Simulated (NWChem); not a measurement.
System: CH5NOTe; SMILES CO[Te]N

Excerpt of the output:

```
             Northwest Computational Chemistry Package (NWChem) 7.3.0
             --------------------------------------------------------

 C1  symmetry detected

                             Geometry "geometry" -> ""
                             -------------------------

 Output coordinates in angstroms (scale by  1.889725989 to convert to a.u.)

  No.       Tag          Charge          X              Y              Z
 ---- ---------------- ---------- -------------- -------------- --------------
    1 Te                  52.0000     0.33578738    -0.45587157    -0.03156358
    2 O                    8.0000     0.13722877     1.44686568     0.57860830
    3 C                    6.0000    -0.36005635     2.38169581    -0.33793521
    4 H                    1.0000    -1.41725793     2.19436544    -0.60975101
    5 H                    1.0000    -0.31221675     3.37390711     0.14190658
    6 H                    1.0000     0.22549099     2.42649094    -1.27602554
    7 N                    7.0000    -1.53698062    -1.16763982     0.05908357
    8 H                    1.0000    -2.18969578    -0.78468243    -0.61899645
    9 H                    1.0000    -1.94589220    -1.19638086     0.98933250

 Effective nuclear repulsion energy (a.u.)     371.6454244885

 Summary of "ao basis" -> "ao basis" (spherical)
 ------------------------------------------------------------------------------
       Tag                 Description            Shells   Functions and Types
 ---------------- ------------------------------  ------  ---------------------
 Te                         def2-svp                10       26   4s4p2d
 O                          def2-svp                 6       14   3s2p1d
 C                          def2-svp                 6       14   3s2p1d
 H                          def2-svp                 3        5   2s1p
 N                          def2-svp                 6       14   3s2p1d

            General Information
            -------------------
          SCF calculation type: DFT
          Wavefunction type:  closed shell.
          No. of atoms     :     9
          No. of electrons :    50
           Alpha electrons :    25
            Beta electrons :    25
          Charge           :     0
          Spin multiplicity:     1
          Use of symmetry is: off; symmetry adaption is: off
          Maximum number of iterations: 150
          AO basis - number of functions:    93
                     number of shells:    43
          Convergence on energy requested:  1.00D-06
          Convergence on density requested:  1.00D-05
          Convergence on gradient requested:  5.00D-04

              XC Information
              --------------
          PerdewBurkeErnzerhof Exchange Functional  1.000
            Perdew 1991 LDA Correlation Functional  1.000 local
           PerdewBurkeErnz. Correlation Functional  1.000 non-local

             Grid Information
             ----------------
          Grid used for XC integration:  medium
          Radial quadrature: Mura-Knowles
          Angular quadrature: Lebedev.
          Tag              B.-S. Rad. Rad. Pts. Rad. Cut. Ang. Pts.
          ---              ---------- --------- --------- ---------
          Te                  1.40      123          11.0       590
          O                   0.60       49          10.0       434
          C                   0.70       49          11.0       434
          H                   0.35       45          12.0       434
          N                   0.65       49          12.0       434
          Grid pruning is: on
          Number of quadrature shells:   495
          Spatial weights used:  Erf1

      Superposition of Atomic Density Guess
      -------------------------------------

 Sum of atomic energies:        -480.28025944

      Non-variational initial energy
      ------------------------------

 Total energy =    -437.418127
 1-e energy   =   -1106.725210
 2-e energy   =     463.139901
 HOMO         =      -0.216427
 LUMO         =      -0.038129

     ---------------------------------------------
      Total Density - Mulliken Population Analysis
     ---------------------------------------------

    Atom       Charge   Shell Charges
 -----------   ------   -------------------------------------------------------
    1 Te  24    23.29   1.77  0.27  1.21  0.63  2.90  3.13  1.70  1.56  9.85  0.27
    2 O    8     8.82   1.99  1.10  0.73  2.96  2.02  0.01
    3 C    6     5.89   1.99  0.92  0.21  1.85  0.86  0.05
    4 H    1     0.94   0.69  0.22  0.02
    5 H    1     0.93   0.69  0.22  0.02
    6 H    1     0.94   0.69  0.22  0.02
    7 N    7     7.67   1.99  1.02  0.49  2.43  1.72  0.01
    8 H    1     0.76   0.60  0.12  0.04
    9 H    1     0.76   0.60  0.12  0.04

   convergence    iter        energy       DeltaE   RMS-Dens  Diis-err
 ---------------- ----- ----------------- --------- --------- ---------
 d= 0,ls=0.0,diis     1   -438.6668532413 -6.45D+02  2.03D-02  5.51D-01
 d= 0,ls=0.0,diis     2   -438.4257924586  2.41D-01  1.51D-02  2.73D+00
 d= 0,ls=0.0,diis     3   -438.7017613891 -2.76D-01  6.03D-03  2.75D-01
 d= 0,ls=0.0,diis     4   -438.7195899964 -1.78D-02  2.82D-03  1.16D-01
 d= 0,ls=0.0,diis     5   -438.7333372489 -1.37D-02  7.38D-04  7.32D-03
  Resetting Diis
 d= 0,ls=0.0,diis     6   -438.7341887951 -8.52D-04  2.00D-04  4.72D-04
 d= 0,ls=0.0,diis     7   -438.7342468308 -5.80D-05  1.60D-04  4.36D-05
 d= 0,ls=0.0,diis     8   -438.7342330119  1.38D-05  1.22D-04  1.46D-04
 d= 0,ls=0.0,diis     9   -438.7342500685 -1.71D-05  3.54D-05  2.41D-05
 d= 0,ls=0.0,diis    10   -438.7342526563 -2.59D-06  4.66D-06  2.93D-07
 d= 0,ls=0.0,diis    11   -438.7342526904 -3.41D-08  1.15D-06  2.06D-08

         Total DFT energy =     -438.734252690388
      One electron energy =    -1109.915450678899
           Coulomb energy =      508.357071935800
    Exchange-Corr. energy =      -43.343055427939
 Nuclear repulsion energy =      206.167181480649

[...]
```

Level: PBE/def2-SVP with def2 effective core potentials on Te. The geometry was optimised at PBE0/def2-SVP. def2 effective core potentials on Te; no spin-orbit coupling.

### Question
Which NWChem input produces such a log?

### Answer
One answer among several that fit: the input that was run:
```
start job
memory heap 200 mb stack 900 mb global 1100 mb
geometry units angstroms noautoz
  Te     0.324800    -0.422385     0.105869
  O      0.110738     1.495380     0.661296
  C     -0.247305     2.427252    -0.320881
  H     -1.269916     2.263972    -0.713638
  H     -0.227800     3.426008     0.147228
  H      0.446152     2.439793    -1.183346
  N     -1.565396    -1.081385    -0.016479
  H     -2.121930    -0.692727    -0.772588
  H     -2.082139    -1.082810     0.858948
end
basis spherical
  * library def2-svp
end
ecp
  Te library def2-ecp
end
dft
  xc xpbe96 cpbe96
  iterations 150
  mulliken
end
task dft energy
```
